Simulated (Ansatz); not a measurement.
Calculated with Ansatz (gas phase, PBE0-D4/def2-TZVP geometries, no zero-point term in ΔE). CCSD(T)/CBS is the MP2 limit (def2-TZVPP, def2-QZVPP) plus CCSD(T) − MP2 in def2-TZVPP, frozen cores. This one scheme is used for every species. Functionals use def2-TZVPP. For Ge outer-core shells are correlated without core-valence functions, which leaves a few kJ/mol of doubt a bond. Scalar relativity is left out up to krypton. Each species was taken in one conformer, which may not be the lowest.

Reaction (hydrogenolysis of a Ge–Si bond): `[GeH3][SiH2][GeH2][SiH2][GeH2][GeH3]` + H₂ → `[GeH3][SiH2][GeH2][GeH3]` + `[SiH3][GeH3]`

```tsv
level	ΔE (kJ/mol)
LDA (SPW92)	17.4
r2SCAN0-D4	14.1
r2SCAN	10.2
PBE0	3.3
SCS-MP2/def2-TZVPP	9.0
CCSD/def2-TZVPP	5.8
CCSD(T)/def2-TZVPP	14.2
SCS-MP2/def2-QZVPP	9.3
```

Question: What does CCSD(T)/CBS give? (An estimate is asked.)

Answer: Ansatz gave: +17.1 kJ/mol. The listed levels differ from it by 0.3, -3.0, -6.9, -13.8, -8.1, -11.3, -2.9, -7.8 kJ/mol.

Largest T1 diagnostic among the species: 0.012.

From BLYP to BHLYP (50 % exact exchange), in def2-TZVPP and without D4, ΔE moves by −3.3 kJ/mol. The D4 term adds +27.7 kJ/mol with B3LYP and +16.5 kJ/mol with PBE0; it sums over pairs of atoms, weighted by their polarisabilities, and B3LYP, whose exchange is more repulsive, gets the larger term. In def2-TZVPP, CCSD(T) changes the Hartree–Fock value by +48.4 kJ/mol (the triples alone add +8.4 kJ/mol) and MP2 by +56.1 kJ/mol.

B3LYP here is the variant with VWN-RPA as its local correlation; programs differ in this.
